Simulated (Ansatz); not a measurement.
`F[SiH2][SbH2]` + NH₃ → `N[SiH2][SbH2]` + H–F at 400 K and 1 bar (ligand exchange at the Si–F bond).

Computed with Ansatz on PBE0-D4/def2-TZVP structures; ΔE is electronic, products minus reactants. CCSD(T)/CBS adds triple-zeta CCSD(T) − MP2 to the extrapolated MP2 energy (def2 sets, frozen cores). This one scheme is used for every species. def2 core potentials past Kr. For Sb outer-core shells are correlated without core-valence functions, which leaves a few kJ/mol of doubt a bond. Each species was taken in one conformer, which may not be the lowest.

```csv
species,CCSD(T)/CBS energy (Eh),H − E (kJ/mol),S (J/(mol·K))
`F[SiH2][SbH2]`,-631.33896,114.4,355.3
NH₃,-56.50880,104.2,203.1
`N[SiH2][SbH2]`,-587.42139,179.6,377.1
H–F,-100.39570,36.5,182.2
```

H − E and S are ideal-gas, rigid-rotor, harmonic terms from PBE0-D4/def2-TZVP, for one conformer and one mirror image of each species. 1 Eh = 2625.50 kJ/mol, R = 8.31446 J/(mol·K).

Task: By hand: ΔE, ΔH, ΔS and ΔG.

Result: ΔE = (-587.42139) + (-100.39570) − (-631.33896) − (-56.50880) = 0.03067 Eh = 80.5 kJ/mol. Δ(H − E) = 179.6 + 36.5 − 114.4 − 104.2 = -2.5, so ΔH = 78.0 kJ/mol. ΔS = 377.1 + 182.2 − 355.3 − 203.1 = 0.9 J/(mol·K). ΔG = 78.0 − 400 × (0.9)/1000 = 77.6 kJ/mol.

Task: By hand: the equilibrium constant, and the temperature at which ΔG would vanish if ΔH and ΔS stayed fixed.

Result: log₁₀ K = −ΔG/(RT ln 10) = -10.1. ΔG = 0 at ΔH/ΔS = 86667 K, far beyond where these terms or the molecules hold.

The number of gas molecules stays the same, so ΔS is small and ΔH decides. A doubt of 5 kJ/mol in ΔE shifts log₁₀ K by 0.7 here. Other conformers and mirror images would add mixing entropy, several J/(mol·K) or more a flexible species. These are equilibria of isolated gas molecules and say nothing of rates. Largest T1 diagnostic: 0.013 (customary marks: 0.02 for closed shells, 0.045 for open ones).
